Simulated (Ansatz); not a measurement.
# Relaxing a trial structure of ClH7SSi3

The starting geometry of this gas-phase singlet was optimised with GFN2-xTB; its bonds are those of `S[SiH2][SiH2][SiH2]Cl`.

```xyz
12

Cl   -0.4618    0.5585   -3.2554
S     0.0635   -1.8464    2.5726
Si    1.8442   -1.0378    1.6449
Si    1.5036   -0.9145   -0.6474
Si   -0.3698    0.3302   -1.2442
H     0.0258   -2.9769    1.8843
H     1.9432    0.2364    2.3460
H     2.9365   -1.8830    2.1286
H     1.4115   -2.2858   -1.1810
H     2.7453   -0.3884   -1.2311
H    -1.6312   -0.2915   -0.8449
H    -0.3418    1.6809   -0.6811
```

**Question.** Predict what it relaxes into with PBE0-D3(BJ)/def2-SVP.

**Answer.** It keeps its bonds, and is `S[SiH2][SiH2][SiH2]Cl`.

The energy falls by 0.23 eV over 15 steps:

```
step  E − E(last) (eV)
   1             0.234
   3             0.031
   4             0.024
   6             0.009
   7             0.006
   9             0.003
  10             0.002
  12             0.000
  13             0.000
  15             0.000
```

Final geometry (Å):

```yaml
atoms:
  - { symbol: Cl, position_ang: [-0.4517, 0.7323, -3.0598] }
  - { symbol: S, position_ang: [-0.1516, -1.3923, 2.3447] }
  - { symbol: Si, position_ang: [1.8576, -1.0203, 1.6287] }
  - { symbol: Si, position_ang: [1.6736, -0.9735, -0.7044] }
  - { symbol: Si, position_ang: [-0.3659, 0.1260, -1.0693] }
  - { symbol: H, position_ang: [-0.3056, -2.5490, 1.6616] }
  - { symbol: H, position_ang: [2.1802, 0.3369, 2.1585] }
  - { symbol: H, position_ang: [2.8429, -2.0063, 2.1681] }
  - { symbol: H, position_ang: [1.5840, -2.3705, -1.2354] }
  - { symbol: H, position_ang: [2.8022, -0.2597, -1.3767] }
  - { symbol: H, position_ang: [-1.5209, -0.7803, -0.8162] }
  - { symbol: H, position_ang: [-0.4758, 1.3383, -0.2084] }
```

No frequencies were run, so the end isn't proven a minimum. Run with Ansatz 0.2.0, 35 s on 2 threads of Intel(R) Xeon(R) 6975P-C (Granite Rapids), with other jobs on the host.
